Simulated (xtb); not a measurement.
CH, doublet, geometry from GFN2-xTB. Base run: GFN2-xTB (xtb 6.7.1).

Geometry (Å):
```xyz
2

C      0.0000     0.0000    -0.1591
H      0.0000     0.0000     0.9545
```
Charge 0, spin multiplicity 2.
All else is at xtb's defaults.
Base energy -2.38092 Eh.

Each row names what was changed in the base input (with any setting that the change needs).

```tsv
change	ΔE vs base (kJ/mol)	dipole (D)	SCF cycles
base	0.00	1.65	10
alpb = dmf	-8.39	1.73	10
acc = 1000	0.00	1.65	8
file = coord	0.00	1.65	10
acc = 0.1	0.00	1.65	11
```

ALPB and GBSA are two models with their own fitted parameters for each solvent, which aren't always the measured dielectric constant.
